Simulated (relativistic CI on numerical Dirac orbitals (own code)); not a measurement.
**Mn³⁺ (3d4) in a crystal field**

Calculated by Dirac-Coulomb-Breit CI, separate exchange-only KLI orbitals for each configuration, model QED (radiative potential, 1s self-energy scaled to tabulated hydrogen-like ionisation energies), valence Slater integrals scaled by 0.9, one configuration in a parametric crystal field (own radial code). With so little scaling, terms lie 10 to 35 % too far apart, which can change the order of excited levels.

Field parameters in Wybourne normalisation: D4h B²₀ = −7Ds, B⁴₀ = 21(Dq − Dt), B⁴₄ = 21√(5/14) Dq; Oh B⁴₀ = 21Dq, B⁴₄ = √(5/14) B⁴₀; Td as Oh with Dq negative (B⁴₀ = 21Dq, B⁴₄ = √(5/14) B⁴₀). The field is a parameter set, without covalency.

S and J are read from ⟨S²⟩ = S(S + 1) and ⟨J²⟩ = J(J + 1) of each level; they are not fictitious spins.

Oh, 10Dq = 28900 cm⁻¹, the lowest 16 levels:

```csv
E (cm⁻¹),Degeneracy,Irrep,S,J
0.0,1,A1,1.02,4.48
203,3,T1,1.02,4.29
545,2,E,1.01,3.85
559,3,T2,1.01,3.87
3940,1,A2,2.00,3.00
3955,3,T2,2.00,3.00
3970,2,E,1.99,2.99
3981,3,T1,1.99,2.99
3993,1,A1,1.99,3.00
12370,3,T2,0.00,4.63
14028,2,E,0.00,4.83
24802,1,A1,0.06,3.81
25753,3,T1,1.00,5.03
25766,3,T2,1.00,5.02
26503,1,A1,0.99,4.21
26618,3,T1,1.00,4.18
```

D4h, 10Dq = 31950, Ds = 410, Dt = -740 cm⁻¹, the lowest 16 levels:

| E (cm⁻¹) | Degeneracy | Irrep | S | J |
| --- | --- | --- | --- | --- |
| 0.0 | 1 | A1 | 1.00 | 4.30 |
| 32.5 | 1 | A2 | 1.00 | 4.28 |
| 197 | 2 | E | 1.00 | 4.09 |
| 372 | 1 | B1 | 1.00 | 3.84 |
| 375 | 1 | B2 | 1.00 | 3.85 |
| 5004 | 1 | A1 | 1.00 | 4.04 |
| 5009 | 2 | E | 1.00 | 4.07 |
| 11453 | 1 | B1 | 2.00 | 2.99 |
| 11453 | 1 | B2 | 2.00 | 2.99 |
| 11463 | 1 | A1 | 0.55 | 4.42 |
| 11465 | 2 | E | 2.00 | 2.99 |
| 11471 | 1 | A1 | 1.82 | 3.26 |
| 12478 | 2 | E | 0.00 | 4.57 |
| 13512 | 1 | B1 | 2.00 | 2.99 |
| 13513 | 2 | E | 2.00 | 2.99 |
| 13517 | 1 | A2 | 2.00 | 2.98 |

Td, 10Dq = -10950 cm⁻¹, the lowest 10 levels:

| E (cm⁻¹) | Degeneracy | Irrep | S | J |
| --- | --- | --- | --- | --- |
| 0.0 | 1 | A1 | 2.00 | 2.25 |
| 19.8 | 3 | T1 | 2.00 | 2.31 |
| 36.6 | 3 | T2 | 2.00 | 2.36 |
| 278 | 2 | E | 2.00 | 3.23 |
| 288 | 3 | T1 | 2.00 | 3.25 |
| 454 | 3 | T2 | 2.00 | 3.76 |
| 11154 | 1 | A1 | 2.00 | 3.10 |
| 11155 | 3 | T1 | 2.00 | 3.08 |
| 11155 | 2 | E | 2.00 | 3.05 |
| 11156 | 3 | T2 | 2.00 | 3.03 |

D4h, 10Dq = 29600, Ds = 510, Dt = 800 cm⁻¹, the lowest 16 levels:

| E (cm⁻¹) | Degeneracy | Irrep | S | J |
| --- | --- | --- | --- | --- |
| 0.0 | 1 | A1 | 1.99 | 2.99 |
| 1.0 | 1 | A2 | 1.99 | 2.98 |
| 29.0 | 2 | E | 2.00 | 2.99 |
| 38.5 | 1 | B1 | 2.00 | 2.99 |
| 1647 | 1 | A1 | 1.01 | 4.15 |
| 1678 | 2 | E | 1.01 | 4.13 |
| 4042 | 1 | A2 | 1.01 | 4.31 |
| 4043 | 1 | A1 | 1.02 | 4.23 |
| 4177 | 2 | E | 1.01 | 4.07 |
| 4283 | 1 | B2 | 1.02 | 3.88 |
| 4302 | 1 | B1 | 1.03 | 3.86 |
| 6124 | 1 | B2 | 1.99 | 3.01 |
| 6125 | 1 | B1 | 1.99 | 3.01 |
| 6128 | 2 | E | 1.99 | 2.99 |
| 6129 | 1 | A1 | 1.99 | 2.98 |
| 13462 | 1 | B2 | 0.01 | 4.61 |

D4h, 10Dq = 7800, Ds = 1230, Dt = -320 cm⁻¹, the lowest 10 levels:

| E (cm⁻¹) | Degeneracy | Irrep | S | J |
| --- | --- | --- | --- | --- |
| 0.0 | 1 | A1 | 2.00 | 2.89 |
| 0.1 | 1 | A2 | 2.00 | 2.89 |
| 17.6 | 2 | E | 2.00 | 2.96 |
| 23.5 | 1 | B1 | 2.00 | 2.98 |
| 3322 | 1 | A1 | 2.00 | 2.91 |
| 3327 | 2 | E | 2.00 | 2.92 |
| 3341 | 1 | B2 | 2.00 | 2.97 |
| 3341 | 1 | B1 | 2.00 | 2.97 |
| 7816 | 1 | B2 | 2.00 | 2.95 |
| 7818 | 2 | E | 2.00 | 2.98 |

The free-ion ground term has S = 2. The field overcomes the spin-pairing energy for Oh, 10Dq = 28900 cm⁻¹; D4h, 10Dq = 31950, Ds = 410, Dt = -740 cm⁻¹, where the ground state has lower spin; these fields are assumed values.

Levels of this model without a field, named by their leading LS term: 5D_0 0, 5D_1 92, 5D_2 271, 5D_3 527, 5D_4 850, 3H_4 20992, 3H_5 21164, 3H_6 21347 cm⁻¹.
